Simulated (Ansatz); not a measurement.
Reaction (cleavage of the Si–Si bond): `N[Si](N)(F)[SiH3]` + NH₃ → `N[Si](N)(N)F` + SiH₄

Program: Ansatz. Geometries: PBE0-D4/def2-TZVP. ΔE: electronic, gas phase. CCSD(T)/CBS adds triple-zeta CCSD(T) − MP2 to the extrapolated MP2 energy (def2 sets, frozen cores). This one scheme is used for every species. Each species was taken in one conformer, which may not be the lowest.

`N[Si](N)(F)[SiH3]`:

```xyz
12

N     1.586    0.421   -0.975
Si   -0.053    0.231   -0.541
N    -0.551    1.701    0.145
F    -0.760   -0.165   -1.931
Si   -0.613   -1.486    0.955
H     2.264    0.735   -0.301
H     1.998   -0.169   -1.679
H    -0.293    2.583   -0.269
H    -1.384    1.771    0.704
H     0.250   -1.412    2.167
H    -0.412   -2.818    0.324
H    -2.032   -1.390    1.401
```

NH₃:

Cartesian coordinates in Å:
```
N 0.099 0.238 -0.114
H 0.845 -0.347 0.243
H -0.528 0.425 0.658
H -0.416 -0.316 -0.787
```

`N[Si](N)(N)F`:

```xyz
11

N    -0.315    0.934   -1.291
Si    0.160    0.222    0.177
N    -1.205   -0.281    1.052
N     1.202   -1.088   -0.109
F     0.953    1.317    1.047
H    -0.617    1.890   -1.364
H     0.017    0.563   -2.163
H    -2.126   -0.168    0.667
H    -1.209   -0.392    2.051
H     2.192   -0.982   -0.253
H     0.948   -2.013    0.187
```

SiH₄:

```xyz
5

Si    0.000    0.000    0.000
H    -0.564    0.225    1.355
H     0.530    1.280   -0.535
H    -1.064   -0.510   -0.901
H     1.099   -0.995    0.081
```

```json
{"species": "`N[Si](N)(F)[SiH3]`", "CCSD(T)/def2-SVP energy (Eh)": "-790.84499"}
{"species": "NH₃", "CCSD(T)/def2-SVP energy (Eh)": "-56.35487"}
{"species": "`N[Si](N)(N)F`", "CCSD(T)/def2-SVP energy (Eh)": "-555.92753"}
{"species": "SiH₄", "CCSD(T)/def2-SVP energy (Eh)": "-291.30187"}
```

Work out ΔE.

ΔE = (-555.92753) + (-291.30187) − (-790.84499) − (-56.35487) = -0.02954 Eh = -18.5 kcal/mol. CCSD(T)/CBS gives -18.3 kcal/mol.

Largest T1 diagnostic among the species: 0.012.

From r2SCAN to r2SCAN0 (25 % exact exchange), in def2-TZVPP and without D4, ΔE moves by −1.3 kcal/mol. Leaving LDA and LC-ωPBE aside and taking each functional with its dispersion term where it has one, the values, not all of them listed here, spread over 7.0 kcal/mol, from BHLYP-D4 to PBE-D4. LDA lies −2.5 kcal/mol from PBE without D4.
